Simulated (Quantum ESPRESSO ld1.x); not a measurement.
Results of a calculation; reference values are marked as such.
Eu2.75+, configuration [Kr] 4d10 4f(up 3.5, down 3.5) 5s2 6s(up 0.5, down 0.5) 5p(up 2.25, down 2) (fractional occupations, a model configuration). Code: ld1.x of Quantum ESPRESSO 7.5. Model: scalar-relativistic Kohn-Sham, LDA (Slater exchange, Perdew-Zunger correlation), spin-polarised, spherical densities, point nucleus.

X-ray form factor f0, the Fourier transform of the density (f0(0) = 60.25):

sin(theta)/lambda (1/angstrom),f0 (electrons)
0.05,59.473
0.1,57.399
0.15,54.570
0.2,51.443
0.25,48.272
0.3,45.187
0.4,39.562
0.5,34.824
0.6,30.873
0.8,24.757
1,20.555
1.25,17.226
1.5,14.977
2,11.292
